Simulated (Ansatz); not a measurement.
ClH2ISn (`[Cl][SnH2][I]`), 5 atoms. Total charge 0; spin multiplicity 1. Correlated methods include outer-core shells of I, Sn, which these sets cover unevenly. Sn, I: def2 effective core potential. All runs use 2 threads of a server CPU on a shared host. Correlated methods freeze the cores.

(1) How many basis functions does each run have, and how long does it take in Ansatz? RKS BHLYP-D4/def2-TZVPP energy; RKS ωB97M-V/def2-QZVPP energy; RKS ωB97M-V/def2-SVP energy; RHF-MP2/def2-QZVPP energy; RKS PBE0-D4/def2-SVP energy; RKS SPW92/def2-TZVPP energy; RKS r2SCANh-D4/def2-TZVPP energy; direct RPA on PBE orbitals/def2-TZVPP energy; RKS PBE0-D4/def2-TZVP relaxation (4 steps); RKS PBE0-D4/def2-QZVPP energy; RKS PBE0-D4/def2-TZVP frequencies; RHF-CCSD(T)/def2-SVP energy. (Estimate.)

## Answers

(1) The calculation gave: Other jobs shared the machine, so times are rough.

```json
{"level": "RKS SPW92/def2-TZVPP", "job": "energy", "functions": "170", "wall time": "1.4 s", "peak host memory (GiB)": "0.21"}
{"level": "RKS PBE0-D4/def2-SVP", "job": "energy", "functions": "80", "wall time": "1.7 s", "peak host memory (GiB)": "0.19"}
{"level": "RHF-CCSD(T)/def2-SVP", "job": "energy", "functions": "80", "wall time": "3 s", "peak host memory (GiB)": "0.24"}
{"level": "RKS BHLYP-D4/def2-TZVPP", "job": "energy", "functions": "170", "wall time": "3.7 s", "peak host memory (GiB)": "0.46"}
{"level": "direct RPA on PBE orbitals/def2-TZVPP", "job": "energy", "functions": "170", "wall time": "5.5 s", "peak host memory (GiB)": "0.38"}
{"level": "RKS r2SCANh-D4/def2-TZVPP", "job": "energy", "functions": "170", "wall time": "5.5 s", "peak host memory (GiB)": "0.45"}
{"level": "RKS ωB97M-V/def2-SVP", "job": "energy", "functions": "80", "wall time": "6.5 s", "peak host memory (GiB)": "0.27"}
{"level": "RKS PBE0-D4/def2-QZVPP", "job": "energy", "functions": "294", "wall time": "7 s", "peak host memory (GiB)": "0.86"}
{"level": "RHF-MP2/def2-QZVPP", "job": "energy", "functions": "294", "wall time": "12 s", "peak host memory (GiB)": "0.98"}
{"level": "RKS ωB97M-V/def2-QZVPP", "job": "energy", "functions": "294", "wall time": "17 s", "peak host memory (GiB)": "1"}
{"level": "RKS PBE0-D4/def2-TZVP", "job": "relaxation (4 steps)", "functions": "149", "wall time": "18 s", "peak host memory (GiB)": "0.41"}
{"level": "RKS PBE0-D4/def2-TZVP", "job": "frequencies", "functions": "149", "wall time": "56 s", "peak host memory (GiB)": "0.41"}
```
